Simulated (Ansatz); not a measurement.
Geometry optimisation, RKS PBE-D4/def2-SVP (Ansatz 0.2.0).

Input:

```yaml
crystal:
  periodic: [false, false, false]
  atoms:
    - { symbol: Ge, position_ang: [0.0, 0.0, 0.0] }
    - { symbol: Cl, position_ang: [1.3501, 0.0, 2.0083] }
    - { symbol: H, position_ang: [1.741, 0.0, 0.178] }
    - { symbol: F, position_ang: [-0.7913, 1.3709, -0.5594] }
    - { symbol: H, position_ang: [-0.73, -1.2648, -0.5162] }
basis:
  gaussian: { orbitals: def2-SVP }
hamiltonian:
  xc: pbe
  dispersion: d4
relax:
  f_tol: 0.15
  max_steps: 25
  restrain:
    - { distance: [1, 2], at: 1.37, k: 30.0 }
    - { distance: [0, 1], at: 3.42, k: 30.0 }
    - { distance: [0, 2], at: 2.75, k: 30.0 }
```

Command:

```bash
$ ansatz run input.yaml --threads 1 --pin off --max-ram 2048MiB --backend cpu --events-out ev --progress --plain --runs-dir out
```

Problem. Where does it end, and by what steps?

Solution. The forces met the threshold. The restraints hold the end off the free minimum. After 8 steps the energy has fallen by 0.931 eV (the restraints' own energy left out); Ge1 moved furthest, 0.82 Å. Parted: Ge1–Cl2 (2.42 → 3.41 Å). Joined: Cl2–H3 (1.87 → 1.34 Å).

| step | energy less start (eV) | largest force component (eV/Å) | accepted |
| --- | --- | --- | --- |
| 0 | 0.0000 | 5.371 | yes |
| 1 | 1.3240 | 7.909 | yes |
| 2 | 2.1303 | 8.438 | yes |
| 3 | 1.3983 | 6.871 | yes |
| 4 | 0.0010 | 4.411 | yes |
| 5 | -0.7324 | 2.460 | yes |
| 6 | -0.8828 | 1.299 | yes |
| 7 | -0.9255 | 0.968 | yes |
| 8 | -0.9312 | 1.028 | yes |

```xyz
5
Properties=species:S:1:pos:R:3
Ge -0.066 -0.036 -0.812
Cl 1.779 -0.154 2.056
H 2.155 0.135 0.802
F -1.168 1.339 -0.588
H -1.130 -1.177 -0.346
```

Run time: 17 s on 1 thread of Arm Neoverse V1 (shared host), peak memory 0.14 GiB.
